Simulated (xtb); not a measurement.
BH2, SMILES [BH2] (connectivity only; charge and spin as stated), charge +1, multiplicity 1. All values are semi-empirical tight-binding results from xtb (GFN2-xTB unless named), good for trends rather than for accurate numbers. Geometry: GFN2-xTB. The spin state was assumed, not searched. The isomer is the one that the SMILES or the coordinates give; other isomers of the formula were not compared.

Optimised geometry:

Bonds (Å): B1–H2 1.175, B1–H3 1.175. Angles (°): H2–B1–H3 180.0.
Charge +1, spin multiplicity 1.

Computed properties:
```yaml
point_group_as_xtb_finds_it: D∞h
orbital_gap: 3.07 eV
zero_point_energy: 8.4 kcal/mol
G − E(el) at 298.15 K (modified RRHO): -2.0 kcal/mol
static polarisability (D4 model): 14.5 bohr³
solvation energy, GFN2-xTB/ALPB(water): -72.8 kcal/mol
solvation energy, GFN2-xTB/ALPB(benzene): -57.8 kcal/mol
```

Question: Give the IR lines (harmonic; lines under 4 % of the strongest left out, lines within 3 cm⁻¹ merged). (The exact figures need the calculation; the answer reports its results.)

Answer: ν (cm⁻¹): 384 (vs), 2629 (m) (against the strongest line: vs over 80 %, s over 45 %, m over 15 %, w over 4 %, vw less)

Computed atomic charges:
charges (e) B1 0.55, H2 0.23, H3 0.23.
